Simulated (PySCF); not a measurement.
CH8FNSi2, SMILES C[Si@@](N)(F)[SiH3]. Geometry optimised at B3LYP-D3(BJ)/def2-SVP. The structure was generated by enumeration; whether it is a known compound was not checked. The values are those of a single conformer.

Level of theory: B3LYP-D3(BJ)/def2-SVP (PySCF).

Harmonic wavenumbers (cm⁻¹): 94, 129, 134, 150, 214, 246, 277, 310, 407, 445, 507, 526, 685, 738, 779, 834, 852, 902, 918, 945, 947, 1275, 1430, 1434, 1546, 2200, 2207, 2214, 3030, 3117, 3133, 3560, 3653. Rotational constants (GHz): 3.393, 1.974, 1.946; symmetry number 1.

**Question.** Work out the zero-point energy and the ideal-gas rigid-rotor harmonic-oscillator thermochemistry at 298.15 K and 1 atm.

**Answer.** ZPE = ½ Σ hcν = ½ × 39840 cm⁻¹ = 238.29 kJ/mol. H − E(el) = 264.71 kJ/mol. Entropy in J/(mol K): translation 167.28, rotation 115.49, vibration 98.32, total 381.09. G − E(el) = 151.09 kJ/mol. Cp = 140.64 J/(mol K). Modes under 150 cm⁻¹ make the vibrational entropy uncertain.
